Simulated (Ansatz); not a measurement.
Ansatz (a quantum-chemistry and plane-wave program) input for 3-methylidenepent-1-en-4-yne (C6H6), SMILES C#CC(=C)C=C, B3LYP-D3(BJ)/def2-SVP. 

Ansatz 0.2 input:
```yaml
crystal:
  periodic: [false, false, false]
  atoms:
    - {symbol: C, position_ang: [-1.03985591, 1.66786112, 1.16122946]}
    - {symbol: C, position_ang: [-0.38610032, 0.97874890, 0.42770415]}
    - {symbol: C, position_ang: [0.38932498, 0.15669407, -0.43304251]}
    - {symbol: C, position_ang: [1.20454468, 0.71082027, -1.33905564]}
    - {symbol: C, position_ang: [0.26211876, -1.28949139, -0.28899660]}
    - {symbol: C, position_ang: [-0.53298908, -1.89086923, 0.58673990]}
    - {symbol: H, position_ang: [-1.60922910, 2.27648472, 1.79858594]}
    - {symbol: H, position_ang: [1.29344497, 1.77857446, -1.44223255]}
    - {symbol: H, position_ang: [1.80071926, 0.10416437, -1.99977167]}
    - {symbol: H, position_ang: [0.87752725, -1.87105618, -0.96355608]}
    - {symbol: H, position_ang: [-0.59241251, -2.96376217, 0.65459424]}
    - {symbol: H, position_ang: [-1.15230857, -1.32698783, 1.26490754]}
basis:
  gaussian:
    orbitals: def2-SVP
hamiltonian:
  xc: b3lyp
  dispersion: d3bj
relax: {f_tol: 0.002, max_steps: 200}
```

Program output:

```
WARN ansatz: RAYON_NUM_THREADS=2 ignored (pool sized by the plan → 2); use --threads N
Functional definition: B3LYP
integrals: 0.08 GiB planned
1326 factors; integrals over basis functions are off by at most 3.8e-4 eV
mean field: 0.50 GiB planned
mean field evaluation 1: about -6304.1720 eV, gradient 5.3e1 eV
mean field evaluation 2: about -6305.0057 eV, gradient 5.1e1 eV
mean field evaluation 4: about -6312.0897 eV, gradient 3.6e0 eV
mean field evaluation 8: about -6312.1574 eV, gradient 9.4e-2 eV
mean field evaluation 16: about -6312.1574 eV, gradient 4.1e-5 eV
mean field -6312.15744336 eV, -231.9675075095 hartree, gradient 4.1e-5 eV, S^2 0.000000; 0 other end points of the search recorded, 0 dependent functions left out
the calculation of the forces begins
reference -6312.15768465 eV, -231.9675163766 hartree; 21, 21 occupied and 93, 93 virtual orbitals, 1326 factors
relax step   1: F+E_penalty+E_count = -6312.62338382 eV  Δ(F+E_penalty+E_count) = +0.000e0 eV  max|allowed force component| = 6.266e-1 eV/Å  Δτ_max = 0.0000 Å  (28 SCF iters, accepted)
these checks for a lower state are left out or cut short: starts, cluster_reference, orbital_swaps, neighbouring_geometries, increment
integrals: 0.08 GiB planned
1326 factors; integrals over basis functions are off by at most 4.1e-4 eV
mean field: 0.50 GiB planned
mean field -6312.22641161 eV, -231.9700420460 hartree, gradient 1.1e-5 eV, S^2 0.000000; 0 other end points of the search recorded, 0 dependent functions left out
the calculation of the forces begins
reference -6312.22665581 eV, -231.9700510203 hartree; 21, 21 occupied and 93, 93 virtual orbitals, 1326 factors
relax step   2: F+E_penalty+E_count = -6312.68744052 eV  Δ(F+E_penalty+E_count) = -6.406e-2 eV  max|allowed force component| = 1.668e-1 eV/Å  Δτ_max = 0.0539 Å  (34 SCF iters, accepted)
these checks for a lower state are left out or cut short: starts, cluster_reference, orbital_swaps, neighbouring_geometries, increment
integrals: 0.08 GiB planned
1326 factors; integrals over basis functions are off by at most 4.2e-4 eV
mean field: 0.50 GiB planned
mean field -6312.23119581 eV, -231.9702178621 hartree, gradient 1.1e-5 eV, S^2 0.000000; 0 other end points of the search recorded, 0 dependent functions left out
the calculation of the forces begins
reference -6312.23144064 eV, -231.9702268595 hartree; 21, 21 occupied and 93, 93 virtual orbitals, 1326 factors
relax step   3: F+E_penalty+E_count = -6312.69092802 eV  Δ(F+E_penalty+E_count) = -3.487e-3 eV  max|allowed force component| = 4.110e-2 eV/Å  Δτ_max = 0.0152 Å  (35 SCF iters, accepted)
these checks for a lower state are left out or cut short: starts, cluster_reference, orbital_swaps, neighbouring_geometries, increment
integrals: 0.08 GiB planned
1326 factors; integrals over basis functions are off by at most 4.2e-4 eV
mean field: 0.50 GiB planned
mean field evaluation 32: about -6312.1937 eV, gradient 4.0e-1 eV
mean field -6312.23126360 eV, -231.9702203534 hartree, gradient 1.4e-5 eV, S^2 0.000000; 0 other end points of the search recorded, 0 dependent functions left out
the calculation of the forces begins
reference -6312.23150842 eV, -231.9702293502 hartree; 21, 21 occupied and 93, 93 virtual orbitals, 1326 factors
relax step   4: F+E_penalty+E_count = -6312.69094431 eV  Δ(F+E_penalty+E_count) = -1.629e-5 eV  max|allowed force component| = 3.306e-2 eV/Å  Δτ_max = 0.0078 Å  (26 SCF iters, accepted)
these checks for a lower state are left out or cut short: starts, cluster_reference, orbital_swaps, neighbouring_geometries, increment
integrals: 0.08 GiB planned
1326 factors; integrals over basis functions are off by at most 4.2e-4 eV
mean field: 0.50 GiB planned
mean field -6312.23148094 eV, -231.9702283403 hartree, gradient 1.1e-5 eV, S^2 0.000000; 0 other end points of the search recorded, 0 dependent functions left out
the calculation of the forces begins
reference -6312.23172573 eV, -231.9702373362 hartree; 21, 21 occupied and 93, 93 virtual orbitals, 1326 factors
relax step   5: F+E_penalty+E_count = -6312.69104940 eV  Δ(F+E_penalty+E_count) = -1.051e-4 eV  max|allowed force component| = 2.740e-2 eV/Å  Δτ_max = 0.0083 Å  (34 SCF iters, accepted)
these checks for a lower state are left out or cut short: starts, cluster_reference, orbital_swaps, neighbouring_geometries, increment
integrals: 0.08 GiB planned
1326 factors; integrals over basis functions are off by at most 4.2e-4 eV
mean field: 0.50 GiB planned
mean field -6312.23142198 eV, -231.9702261737 hartree, gradient 1.4e-5 eV, S^2 0.000000; 0 other end points of the search recorded, 0 dependent functions left out
the calculation of the forces begins
reference -6312.23166670 eV, -231.9702351669 hartree; 21, 21 occupied and 93, 93 virtual orbitals, 1326 factors
relax step   6: F+E_penalty+E_count = -6312.69109134 eV  Δ(F+E_penalty+E_count) = -4.194e-5 eV  max|allowed force component| = 3.669e-2 eV/Å  Δτ_max = 0.0081 Å  (25 SCF iters, accepted)
these checks for a lower state are left out or cut short: starts, cluster_reference, orbital_swaps, neighbouring_geometries, increment
integrals: 0.08 GiB planned
1326 factors; integrals over basis functions are off by at most 4.2e-4 eV
mean field: 0.50 GiB planned
mean field -6312.23134683 eV, -231.9702234120 hartree, gradient 1.3e-5 eV, S^2 0.000000; 0 other end points of the search recorded, 0 dependent functions left out
the calculation of the forces begins
reference -6312.23159154 eV, -231.9702324048 hartree; 21, 21 occupied and 93, 93 virtual orbitals, 1326 factors
relax step   7: F+E_penalty+E_count = -6312.69118315 eV  Δ(F+E_penalty+E_count) = -9.180e-5 eV  max|allowed force component| = 3.472e-3 eV/Å  Δτ_max = 0.0037 Å  (26 SCF iters, accepted)
these checks for a lower state are left out or cut short: starts, cluster_reference, orbital_swaps, neighbouring_geometries, increment
integrals: 0.08 GiB planned
1326 factors; integrals over basis functions are off by at most 4.2e-4 eV
mean field: 0.50 GiB planned
mean field -6312.23133586 eV, -231.9702230087 hartree, gradient 2.5e-5 eV, S^2 0.000000; 0 other end points of the search recorded, 0 dependent functions left out
the calculation of the forces begins
reference -6312.23158057 eV, -231.9702320015 hartree; 21, 21 occupied and 93, 93 virtual orbitals, 1326 factors
relax step   8: F+E_penalty+E_count = -6312.69118416 eV  Δ(F+E_penalty+E_count) = -1.008e-6 eV  max|allowed force component| = 5.693e-4 eV/Å  Δτ_max = 0.0005 Å  (21 SCF iters, accepted)
integrals: 0.08 GiB planned
1326 factors; integrals over basis functions are off by at most 4.2e-4 eV
mean field: 0.50 GiB planned
mean field evaluation 64: about -6305.2393 eV, gradient 5.0e1 eV
mean field -6312.23133586 eV, -231.9702230087 hartree, gradient 2.5e-5 eV, S^2 0.000000; 1 other end points of the search recorded, 0 dependent functions left out
the calculation of the forces begins
reference -6312.23158057 eV, -231.9702320015 hartree; 21, 21 occupied and 93, 93 virtual orbitals, 1326 factors
Total energy: -6312.69142886 eV, -231.9871311148 hartree
Atom 0 at    -1.056351     1.703016     1.175671 Å, force     0.000247    -0.000503    -0.000186 eV/Å
Atom 1 at    -0.389842     1.011077     0.434464 Å, force    -0.000519    -0.000121    -0.000277 eV/Å
Atom 2 at     0.388495     0.169556    -0.431219 Å, force    -0.000341     0.000150     0.000305 eV/Å
Atom 3 at     1.217913     0.712065    -1.351773 Å, force     0.000502     0.000350    -0.000163 eV/Å
Atom 4 at     0.258810    -1.291591    -0.289139 Å, force     0.000436    -0.000147     0.000198 eV/Å
Atom 5 at    -0.533647    -1.918786     0.590315 Å, force    -0.000086     0.000015     0.000174 eV/Å
Atom 6 at    -1.641175     2.325428     1.826058 Å, force     0.000031     0.000123     0.000026 eV/Å
Atom 7 at     1.318086     1.793024    -1.461903 Å, force     0.000244     0.000084     0.000291 eV/Å
Atom 8 at     1.810396     0.071924    -2.010284 Å, force    -0.000280     0.000015    -0.000569 eV/Å
Atom 9 at     0.878120    -1.876095    -0.977887 Å, force    -0.000156    -0.000177     0.000264 eV/Å
Atom 10 at    -0.574456    -3.009508     0.634250 Å, force     0.000023     0.000157    -0.000243 eV/Å
Atom 11 at    -1.161564    -1.358930     1.288554 Å, force    -0.000101     0.000053     0.000180 eV/Å
Dipole moment:     0.025587    -0.031935    -0.028449 e Å
```

The run converged.

Cost: roughly 40 core-seconds.
